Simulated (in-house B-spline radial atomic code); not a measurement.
Configurations of the tungsten ion W⁸⁺, with energies counted from [Kr] 4d10 4f14 5s2 5p4. Computed with a radial B-spline atomic code at the basis-set limit: Dirac-Hartree-Fock, average of configuration, Fermi nucleus of rms radius 5.3658 fm. Energies include first-order Breit, QED and recoil terms.

Occupations are held fixed; configurations that lie above the ionisation limit could autoionise.

| configuration | E - E(ref) (eV) | highest orbital | its <r> (bohr) |
| --- | --- | --- | --- |
| [Kr] 4d10 4f13 5s2 5p5 | -1.4402 | 5p3/2 | 1.165 |
| [Kr] 4d10 4f14 5s2 5p3 6d1 | 100.37 | 6d5/2 | 2.776 |
| [Kr] 4d10 4f14 5s2 5p3 6f1 | 118.34 | 6f7/2 | 3.634 |
| [Kr] 4d10 4f13 5s2 5p4 8s1 | 126.33 | 8s1/2 | 5.069 |
| [Kr] 4d10 4f14 5s2 5p3 6g1 | 130.2 | 6g7/2 | 4.751 |
| [Kr] 4d10 4f13 5s2 5p4 7g1 | 139.94 | 7g7/2 | 6.863 |
| [Kr] 4d10 4f14 5s2 5p3 8g1 | 143.8 | 8g7/2 | 9.349 |
| [Kr] 4d9 4f14 5s2 5p5 | 219.78 | 5p3/2 | 1.163 |
| [Kr] 4d9 4f14 5s2 5p4 7s1 | 329.41 | 7s1/2 | 3.392 |
| [Kr] 4d9 4f14 5s2 5p4 6g1 | 353.17 | 6g7/2 | 4.735 |
| [Kr] 4d9 4f14 5s2 5p4 7f1 | 354.21 | 7f7/2 | 5.46 |
| [Kr] 4d9 4f14 5s2 5p4 9s1 | 358.23 | 9s1/2 | 7.073 |

Order these further configurations by energy, lowest first.
A. [Kr] 4d10 4f13 5s2 5p4 5d1
B. [Kr] 4d10 4f13 5s2 5p4 6g1
C. [Kr] 4d10 4f13 5s2 5p4 8g1
D. [Kr] 4d10 4f14 5s2 5p3 5f1
E. [Kr] 4d9 4f14 5s2 5p4 5g1

A (49.402 eV), D (94.051 eV), B (131.7 eV), C (145.32 eV), E (339.64 eV).

How far above the reference does [Kr] 4d10 4f14 5s2 5p3 7d1 lie?

121.79 eV; its least bound orbital is 7d5/2 with <r> = 4.396 bohr.

How far above the reference does [Kr] 4d10 4f13 5s2 5p4 9d1 lie?

142.08 eV; its least bound orbital is 9d5/2 with <r> = 8.584 bohr.

How far above the reference does [Kr] 4d9 4f14 5s2 5p4 8s1 lie?

347.79 eV; its least bound orbital is 8s1/2 with <r> = 5.067 bohr.

Is the reference the lowest configuration at this level of theory?

No: [Kr] 4d10 4f13 5s2 5p5 lies 1.44 eV lower. Averages of configurations without correlation can order differently from the measured ground levels.
